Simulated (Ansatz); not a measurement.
Total energies of `F[SiH2][TeH]`.

```xyz
6

F     0.734    0.452   -1.640
Si    0.482    0.407   -0.062
Te   -0.573   -1.708    0.670
H     1.798    0.475    0.613
H    -0.382    1.561    0.271
H    -2.058   -1.187    0.148
```

Total charge 0; spin multiplicity 1. Correlated methods include outer-core shells of Te, which these sets cover unevenly. Te takes the def2 core potential. The structure was optimised at the PBE0-D4/def2-TZVP level. Basis def2-TZVPP, Ansatz 0.2.0.

RPA on PBE orbitals: Hartree–Fock energy of these orbitals -657.21272 Eh, correlation -1.21424 Eh (frozen core).

| functional | kind | energy without D4 (Eh) | D4 term (kJ/mol) |
| --- | --- | --- | --- |
| PBE | GGA | -659.03582 | -12.3 |
| revPBE | GGA | -659.24067 | -31.9 |
| r2SCAN | meta-GGA | -659.33122 | -2.6 |
| B97M-V | meta-GGA with VV10 | -659.17237 | – |
| r2SCANh | meta-GGA hybrid, 10 % | -659.31309 | -2.9 |
| HSE06 (plane-wave form) | screened hybrid | -659.07246 | -9.8 |
| BHLYP | global hybrid, 50 % | -659.20166 | -18.1 |
| ωB97X-V | range-separated hybrid GGA with VV10 | -659.19814 | – |
| ωB97M-V | range-separated hybrid meta-GGA with VV10 | -659.21275 | – |
| PBE-QIDH | double hybrid | -658.82762 | – |

(1) Give the same for LDA (SPW92), BLYP, PBE0, B3LYP, r2SCAN0, CAM-B3LYP, LC-ωPBE, B2PLYP. (Estimate.)

B3LYP takes the VWN-RPA correlation (the form of Gaussian; ORCA's B3LYP/G). HSE06 is the plane-wave form, built on full-range PBE exchange. The double hybrids freeze the cores in their second-order part.

Results:

(1) Computed: 
```tsv
functional	kind	energy without D4 (Eh)	D4 term (kJ/mol)
LDA (SPW92)	LDA	-657.08663	–
BLYP	GGA	-659.22670	-26.5
PBE0	global hybrid, 25 % exact exchange	-659.08507	-10.4
B3LYP	global hybrid, 20 %	-659.40821	-20.2
r2SCAN0	meta-GGA hybrid, 25 %	-659.28678	-3.3
CAM-B3LYP	range-separated hybrid	-659.27452	-10.8
LC-ωPBE	long-range corrected hybrid	-659.18441	–
B2PLYP	double hybrid	-658.94356	–
```

LC-ωPBE has ω = 0.4 bohr⁻¹.
